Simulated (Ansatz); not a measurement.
Basis-set extrapolation for C7H14, SMILES `CC/C=C(/C)CC` (PBE0-D4/def2-TZVP geometry, frozen core, Ansatz). Multiplicity 1, RHF reference.

```
                      def2-TZVPP   def2-QZVPP
                 HF  -273.315850  -273.328609
    MP2 correlation    -1.209690    -1.284390
CCSD(T) correlation    -1.334990      not run
```

Energies in hartree. Use E(X) = E(∞) + A·exp(−7.88·√X) for Hartree–Fock and E(X) = E(∞) + B·X^(−2.97) for correlation, with X = 3 and 4, and add CCSD(T) minus MP2 of the smaller set to the MP2 limit.

What is the CCSD(T) energy at the basis-set limit?

HF limit: -273.328609 + (-0.012759) × 0.13774 = -273.33037. MP2 limit: -1.284390 + (-0.074700) × 0.74074 = -1.33972. Higher-order term: -1.334990 − (-1.209690) = -0.12530. Total: -274.79539 hartree, 90.7 kcal/mol below CCSD(T)/def2-TZVPP.
